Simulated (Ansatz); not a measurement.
A correction line for r2SCAN-D4/def2-TZVPP: vertical ionisation energy

The vertical ionisation energy (cation less neutral) in eV of 6 molecular compounds of Mg: x at r2SCAN-D4/def2-TZVPP, y at CCSD(T)/def2-TZVPP. Shapes, held fixed at every level: PBE0-D4/def2-TZVP. Programs: Ansatz 0.2.0.

| molecule | x (eV) | y (eV) |
| --- | --- | --- |
| Mg(NH2)(OH) | 8.60 | 8.84 |
| CH4MgO (SMILES C[O][MgH]) | 9.23 | 9.67 |
| Mg(OH)(SH) | 9.26 | 9.51 |
| Mg(CH3)F | 9.78 | 9.96 |
| MgBrCl (SMILES [Cl][Mg][Br]) | 10.57 | ? |
| MgHF (SMILES [F][MgH]) | 10.80 | 10.98 |

Question: Fit y = c + s·x to the known rows and predict y for MgBrCl.

Answer: 
1. Means of the 5 rows: x = 9.5340, y = 9.792.
2. Σ(Δx)² = 2.7031, Σ(Δx·Δy) = 2.5489, so the slope is 2.5489/2.7031 = 0.94295.
3. Intercept: 9.792 − (0.94295) × 9.5340 = 0.802. The largest residual of the fit is 0.16.
4. MgBrCl: 0.802 + 0.94295 × 10.57 = 10.77 eV.

CCSD(T)/def2-TZVPP gives 11.00 eV, so the prediction is off by -0.23 eV, more than the largest residual. Uncorrected, r2SCAN-D4/def2-TZVPP misses MgBrCl by -0.43 eV, and the other rows by 0.26 on average. The line removes about 45 % of this miss. Left out in turn, the other rows are missed by 0.10 eV on average, so much of the error is systematic among these molecules. Cations run unrestricted. Relativity is left out for Br. Outer-core shells of Br, Mg are correlated, in sets that cover them unevenly.
